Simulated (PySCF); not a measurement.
Species: CF3C(O)Cl, C2ClF3O.
Bonds: O1–C2 (double), C2–Cl3, C2–C4, C4–F5, C4–F6, C4–F7.

Level: CAM-B3LYP/def2-SVPD in PySCF, non-relativistic, on one gas-phase PBE0-D3(BJ)/def2-SVP geometry that isn't relaxed in the solvent. The solvent is an IEF-PCM continuum (van der Waals radii × 1.2). The model holds no explicit solvent molecules, cavitation or dispersion.

Gas phase at CAM-B3LYP/def2-SVPD: HOMO -11.14 eV, LUMO -1.27 eV, dipole 0.93 D.

Task: What does the continuum do to the energy, the frontier levels and the dipole at CAM-B3LYP/def2-SVPD in cyclohexane and chloroform?

Result: 
```csv
solvent,ε,E(solvent) − E(gas) (kcal/mol),polarisation term (kcal/mol),distortion of the solute (kcal/mol),HOMO (eV),LUMO (eV),dipole (D)
cyclohexane,2.017,-0.80,-0.83,0.03,-11.08,-1.18,1.04
chloroform,4.711,-1.51,-1.61,0.10,-11.05,-1.13,1.12
```

The first energy column is the sum of the next two and covers electrostatics alone. From cyclohexane to chloroform the lowering changes by a factor 1.88, Onsager's factor (ε − 1)/(2ε + 1) by 1.76 and ε itself by 2.3.

Task: How does the static polarisability (CAM-B3LYP/def2-SVPD, frozen core, with the continuum's full static response) change?

Result: 
```tsv
medium	isotropic (au)	principal values (au)	⟨r²⟩ of the electrons (bohr²)
gas	44.2	35.1, 43.4, 54.2	766.6
cyclohexane	48.6	38.3, 47.3, 60.1	766.7
chloroform	52.5	41.4, 50.7, 65.3	766.9
```

The isotropic value in chloroform is 1.19 times the gas-phase one; no cavity-field correction is applied. ⟨r²⟩ is taken about the centre of nuclear charge.

On an Arm Neoverse V1 with one thread (shared host), this took 16 s and 0.77 GiB of memory at its peak. This is the whole response run at CAM-B3LYP/def2-SVPD in chloroform, SCF included.

The values belong to the conformer `[O:1]=[C:2]([Cl:3])[C:4]([F:5])([F:6])[F:7]`: O1–C2–C4–F5 -127°.
